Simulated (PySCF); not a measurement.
Basis and Hamiltonian dependence of the excitation energy of Si²⁺

Si²⁺ [Ne] 3s2 (1S) → Si²⁺ [Ne] 3p2 (3P). Calculated with PySCF 2.14 from differences of total energies of unrestricted determinants, without spin-orbit coupling. Values in eV.

| basis | Hamiltonian | functions | UHF | LDA | PBE0 | MP2 (valence) | CCSD(T) (valence) | CCSD(T) (valence and next inner shell) |
| --- | --- | --- | --- | --- | --- | --- | --- | --- |
| aug-cc-pVDZ-DK | spin-free X2C | 27 | 15.120 | 14.774 | 14.819 | 15.764 | 16.084 | n/a |
| aug-cc-pV(D+d)Z | non-relativistic | 32 | 14.984 | 14.631 | 14.678 | 15.630 | n/a | n/a |
| ANO-RCC-VTZP | spin-free X2C | 34 | 15.055 | 14.762 | 14.799 | 15.733 | 15.997 | n/a |
| x2c-TZVPPall | spin-free X2C | 42 | 15.070 | 14.726 | 14.807 | 15.743 | 15.996 | 16.124 |
| def2-TZVPPD | non-relativistic | 48 | 14.910 | 14.552 | 14.632 | 15.593 | 15.848 | 15.969 |
| aug-cc-pVTZ-DK | spin-free X2C | 50 | 15.092 | 14.747 | 14.824 | 15.771 | n/a | n/a |
| dyall-av2z | non-relativistic | 50 | 15.018 | 14.670 | 14.725 | 15.671 | 15.986 | n/a |
| aug-cc-pV(T+d)Z | non-relativistic | 55 | 14.957 | 14.603 | 14.683 | 15.637 | 15.890 | n/a |
| x2c-QZVPPall | spin-free X2C | 70 | 15.047 | 14.720 | 14.777 | 15.764 | 15.996 | 16.152 |
| aug-cc-pV(T+d)Z with one added diffuse shell each of s, p, d, f type | non-relativistic | 71 | 14.955 | 14.602 | 14.682 | 15.636 | 15.889 | n/a |
| aug-cc-pwCVTZ | non-relativistic | 75 | 14.953 | 14.615 | 14.686 | 15.647 | 15.895 | 16.020 |
| def2-QZVPPD | non-relativistic | 76 | 14.913 | 14.578 | 14.638 | 15.631 | 15.865 | 16.017 |
| dyall-acv3z | spin-free X2C | 113 | 15.050 | 14.722 | 14.780 | 15.755 | 15.998 | n/a |

Frozen in the all-electron rows: valence: [Ne]; valence and next inner shell: 1s2.
